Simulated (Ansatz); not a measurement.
Geometry optimisation, Ansatz, RKS r2SCAN-D4/STO-3G.

Input file:

```yaml
crystal:
  periodic: [false, false, false]
  atoms:
    - { symbol: C, position_ang: [-1.9286, -0.8553, -0.4255] }
    - { symbol: Si, position_ang: [-0.4305, -1.6139, -1.0307] }
    - { symbol: F, position_ang: [-0.8257, -2.5924, -2.2571] }
    - { symbol: S, position_ang: [1.0126, -0.1056, -1.7466] }
    - { symbol: C, position_ang: [1.273, 0.7526, -0.355] }
    - { symbol: C, position_ang: [1.4989, 1.394, 0.6644] }
    - { symbol: "N", position_ang: [1.7951, 2.1282, 1.8985] }
    - { symbol: H, position_ang: [-2.6628, -1.5421, -0.1085] }
    - { symbol: H, position_ang: [-2.449, -0.2075, -1.1878] }
    - { symbol: H, position_ang: [-1.7843, -0.1365, 0.4282] }
    - { symbol: H, position_ang: [0.2114, -2.3985, 0.0703] }
    - { symbol: H, position_ang: [1.6539, 3.1397, 1.8141] }
    - { symbol: H, position_ang: [2.6564, 2.0024, 2.2505] }
basis:
  gaussian: { orbitals: STO-3G }
hamiltonian:
  xc: r2scan
  dispersion: d4
relax:
  f_tol: 0.02
  max_steps: 40
scf:
  lower_state_search: "off"
```

Command:

```bash
$ ansatz run input.yaml --threads 1 --pin off --max-ram 2048MiB --backend cpu --events-out ev --progress --plain --runs-dir out
```

Q: Where does it end, and by what steps?

A: It converged. Limits of this set-up: minimal basis. After 8 steps the energy has fallen by 0.861 eV; H12 moved furthest, 0.30 Å.

```csv
step,energy less start (eV),largest force component (eV/Å),accepted
0,0.0000,7.199,yes
1,-0.7845,0.990,yes
2,-0.8225,0.871,yes
3,-0.8474,0.383,yes
4,-0.8525,0.221,yes
5,-0.8582,0.101,yes
6,-0.8601,0.033,yes
7,-0.8602,0.056,yes
8,-0.8605,0.019,yes
```

```xyz
13
Properties=species:S:1:pos:R:3
C -1.892 -0.713 -0.369
Si -0.379 -1.598 -1.038
F -0.794 -2.599 -2.269
S 1.057 -0.154 -1.821
C 1.265 0.678 -0.346
C 1.487 1.340 0.647
N 1.618 1.988 1.890
H -2.569 -1.413 0.133
H -2.452 -0.209 -1.164
H -1.586 0.045 0.361
H 0.252 -2.376 0.020
H 1.383 3.012 1.779
H 2.630 1.964 2.194
```

Run time: 39 s on 1 thread of Arm Neoverse V2, with other jobs on the host, peak memory 0.18 GiB.
